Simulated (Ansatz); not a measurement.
Process, species as SMILES: B=[N] (BH-N) → B=[N-] (an electron is taken up)
B3LYP-D3(BJ)/def2-TZVP geometries, fixed; electronic energies without zero-point terms; positive where energy is released.

Basis-set convergence of the adiabatic electron affinity at HF with Ansatz (a program for electronic structure). Cartesian d functions, on some or all atoms, in 6-31G*, 6-31G**, 6-31+G*; all else is spherical. Open shells are unrestricted. No added dispersion term, no relativity. Functions are those of the species that has most. Reference: the value in aug-pcseg-3, 1.161 eV, itself unsure by roughly 0.006 eV (its mean distance from aug-cc-pVQZ, def2-QZVPPD). Deviations are taken from unrounded values.

```
basis              functions  adiabatic electron affinity (eV)  minus reference (eV)
-----------------  ---------  --------------------------------  --------------------
6-31G                     20                             0.845                -0.317
pcseg-0                   20                             1.133                -0.029
def2-SV(P)                30                             0.960                -0.201
6-31G*                    32                             0.597                -0.564
6-31G**                   35                             0.595                -0.567
6-31+G*                   40                             1.188                 0.026
def2-SVPD                 48                             1.130                -0.032
aug-cc-pVDZ               55                             1.176                 0.014
aug-pcseg-1               55                             1.208                 0.047
6-311++G(2d,2p)           64                             1.184                 0.023
pcseg-2                   74                             1.155                -0.006
def2-TZVPP                76                             1.108                -0.054
def2-TZVPD                83                             1.142                -0.020
jun-cc-pV(T+d)Z           92                             1.157                -0.005
6-311++G(3df,3pd)         96                             1.163                 0.002
aug-cc-pVTZ              115                             1.154                -0.007
def2-QZVPP               144                             1.144                -0.017
cc-pV5Z                  237                             1.146                -0.015
```
